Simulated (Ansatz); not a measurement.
System: sum formula GeH2F2, net charge 0, singlet state. 
Coordinates optimised at B3LYP-D3(BJ)/def2-TZVP (Ansatz, a first-principles code):
```xyz
5

F     -0.7714    -1.3490    -0.0057
Ge     0.3335    -0.0114     0.0403
F     -0.6580     1.3979    -0.1669
H      1.2511    -0.1207    -1.1768
H      0.9408     0.0457     1.4414
```

Basis-set convergence of Hartree-Fock and CCSD(T) correlation energies (hartree) with Ansatz. Valence correlation only, unless marked. No spin-orbit coupling. Frozen are the shells of the preceding noble gas and the d and f shells that filled before the atom's block. No relativistic terms.

| basis | functions | E(HF) | E(corr, CCSD(T)) |
|---|---|---|---|
| aug-cc-pVDZ | 100 | -2275.47607 | -0.54728 |
| aug-cc-pVTZ | 197 | -2275.60589 | -0.67746 |
| aug-cc-pVQZ | 345 | -2275.62541 | -0.72253 |

Extrapolating the two largest sets (X = 3 and 4) as X^-3: E(corr) = (64·(-0.72253) - 27·(-0.67746))/37 = -0.7554 Eh, an estimate of the basis-set limit. The largest set recovers 95.6 % of it, the smallest 72.4 %.
